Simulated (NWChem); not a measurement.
Species: C$_{2}$H$_{4}$F$_{2}$OSi; SMILES O=CC(F)(F)[SiH3]

```xyz
10

O     -0.8712     2.0744     0.0451
C     -0.1455     1.3521    -0.5737
C      0.4125     0.0561     0.0012
F      0.8260     0.2726     1.2743
F      1.4965    -0.3002    -0.7453
Si    -0.8589    -1.4104     0.0053
H      0.1579     1.5417    -1.6354
H     -1.9845    -1.0512     0.9092
H     -1.3429    -1.6119    -1.3905
H     -0.1222    -2.6089     0.4902
```
Atoms are numbered in this order, from 1.

All runs use the structure optimised with PBE0/def2-SVP.

**Question.** Give the principal values of the shielding tensors (ppm) of O1, C2, C3, F4, F5 from BHandHLYP/pcSseg-1, GIAO (NWChem), with their diamagnetic and paramagnetic parts as GIAO splits them.

**Answer.** 
| atom | σ11 | σ22 | σ33 | isotropic | diamagnetic | paramagnetic |
|---|---|---|---|---|---|---|
| O1 | -1099.9 | -506.9 | 389.7 | -405.7 | 402.2 | -807.9 |
| C2 | -117.5 | -16.1 | 79.9 | -17.9 | 250.4 | -268.3 |
| C3 | 50.1 | 65.5 | 73.0 | 62.9 | 244.8 | -181.9 |
| F4 | 200.3 | 355.4 | 418.0 | 324.6 | 475.2 | -150.6 |
| F5 | 205.7 | 366.0 | 442.7 | 338.1 | 474.9 | -136.7 |
